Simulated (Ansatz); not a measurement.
Geometry optimisation, UKS B3LYP/def2-SVP (Ansatz 0.2.0).

Input:

```yaml
crystal:
  periodic: [false, false, false]
  atoms:
    - { symbol: H, position_ang: [-0.4343, -0.2418, -0.6526] }
    - { symbol: Se, position_ang: [1.1819, 0.5649, 0.1932] }
    - { symbol: H, position_ang: [-1.2506, -0.6434, -0.9866] }
    - { symbol: H, position_ang: [0.503, 0.3203, 1.446] }
magnetization:
  spin_polarized: true
  initial_magnetization: 1
basis:
  gaussian: { orbitals: def2-SVP }
hamiltonian:
  xc: b3lyp
relax:
  f_tol: 0.15
  max_steps: 25
  restrain:
    - { distance: [0, 2], at: 0.62, k: 30.0 }
    - { distance: [1, 0], at: 2.81, k: 30.0 }
```

Command:

```bash
$ ansatz run input.yaml --threads 1 --pin off --max-ram 2048MiB --backend cpu --events-out ev --progress --plain --runs-dir out
```

Problem. Where does it end, and by what steps?

Solution. It converged. The restraints hold the end off the free minimum. After 9 steps the energy has fallen by 0.451 eV (the restraints' own energy left out); H1 moved furthest, 0.50 Å. Joined: H1–H3.

```tsv
step	energy less start (eV)	largest force component (eV/Å)	accepted
0	0.0000	2.333	yes
1	-0.4226	1.213	yes
2	-0.2918	3.916	yes
3	-0.4503	2.290	yes
4	-0.4441	2.212	yes
5	-0.4911	1.141	no
6	-0.4331	2.480	no
7	-0.4480	2.181	yes
8	-0.4913	1.448	no
9	-0.4508	2.182	yes
```

```xyz
4
Properties=species:S:1:pos:R:3
H -0.708 -0.630 -0.804
Se 1.431 0.769 0.366
H -1.336 -0.484 -1.089
H 0.613 0.346 1.527
```

Whether the end is a true minimum wasn't checked by a vibrational analysis.

The run took 26 s on 1 thread of Arm Neoverse V2, with other jobs on the host, peak memory 0.11 GiB.
